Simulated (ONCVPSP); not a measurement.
Transferability test, ONCV potential for fluorine

- Element: F
- Generator: ONCVPSP 4.0.1
- Type: optimised norm-conserving Vanderbilt (ONCV)
- Functional: Wu-Cohen
- Relativity: scalar-relativistic
- Frozen core: [He]
- Valence charge: 7
- Reference configuration: 2s2 2p5
- Partial waves: 2s: rc 0.75 bohr, ncon 4, nbas 9, qcut 11.1 1/bohr, 2 projectors, debl 2.1 Ha; 2p: rc 1.75 bohr, ncon 3, nbas 7, qcut 6.5 1/bohr, 1 projector
- Local potential: polynomial inside 0.65 bohr (lpopt 5, dvloc0 6 Ha)
- Core correction: Teter function, fcfact 3.5, rcfact 1.6

Energies are relative to the spin-unpolarised reference configuration 2s2 2p5; without spin polarisation the order of configurations can differ from experiment.

```json
{"valence configuration": "2s2 2p4", "charge": "+1", "ΔE all-electron (eV)": "19.374", "error AE − PS (meV)": "+126"}
{"valence configuration": "2s2 2p3", "charge": "+2", "ΔE all-electron (eV)": "57.751", "error AE − PS (meV)": "+977"}
{"valence configuration": "2s2 2p2", "charge": "+3", "ΔE all-electron (eV)": "118.387", "error AE − PS (meV)": "+3537"}
{"valence configuration": "2s2 2p4.5", "charge": "+0.5", "ΔE all-electron (eV)": "7.533", "error AE − PS (meV)": "+20"}
```

Levels in the configuration 2s2 2p3:

```tsv
level	all-electron (eV)	pseudo (eV)
2s	-67.843	-67.471
2p	-48.999	-47.482
```
